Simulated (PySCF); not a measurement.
C$_{4}$CoO$_{4}$, doublet (typed; the unrestricted solution is spin-contaminated), geometry from GFN2-xTB (such geometries of metal compounds can be far from the true shape) (the multiplicity is a formal guess). Base run: DF-HF/def2-SVP in PySCF.

PySCF was given this input:
```python
from pyscf import gto, scf

mol = gto.M(
    atom='''
Co   -0.00000000    0.00000000   -0.00000000
O     1.34380130    1.24503415   -2.27102784
C     0.86099741    0.75018521   -1.36126207
O    -0.10742565   -1.32367666    2.59804143
C    -0.01698677   -0.80387044    1.58449758
O    -0.43982013   -2.49503246   -1.44735991
C    -0.31409387   -1.50642719   -0.88834170
O    -0.79655552    2.57367497    1.12034632
C    -0.52991678    1.56011242    0.66510619
''',
    basis='def2-svp',
    spin=1,
    verbose=4,
)

mf = scf.UHF(mol)
mf = mf.density_fit(auxbasis='def2-universal-jkfit')
mf.kernel()
```

The base run was repeated with changes; each row names its change, and settings that it needs were set with it.

| change | E (Eh) | HOMO (eV) | <S^2> | core-seconds (rough) | outcome |
|---|---|---|---|---|---|
| base | -1831.60508 | -6.84 | 0.882 | 9 | converged |
| functional = b3lyp5 | -1835.32494 | -5.53 | 0.757 | 50 | converged |
| functional = pbe; dispersion = d3zero | -1834.95919 | -4.98 | 0.752 | 60 | converged |
| functional = b97-1 | -1835.39203 | -5.60 | 0.756 | 40 | converged |
| functional = b3lyp | -1835.64149 | -5.62 | 0.756 | 50 | converged |
| functional = b3lyp; dispersion = d3bjm | -1835.66536 | -5.62 | 0.756 | 40 | converged |
| functional = m06l | - | - | - | - | not converged |
| functional = pbe0 | -1834.86681 | -5.87 | 0.760 | 40 | converged |
| functional = tpss | -1835.77874 | -5.03 | 0.753 | 100 | converged |
| functional = pbe0; dispersion = d3bjm | -1834.88392 | -5.87 | 0.760 | 50 | converged |
| functional = blyp; dispersion = d4 | -1835.69884 | -4.75 | 0.752 | 60 | converged |
| functional = lc_wpbe | -1835.06202 | -7.67 | 0.778 | 80 | converged |
| functional = bp86 | - | - | - | - | not converged |

Absolute energies of different levels of theory aren't comparable as measures of quality.

Open shells are given as the SCF converged; they aren't shown to be the lowest states, and a large step between rows can be another state.
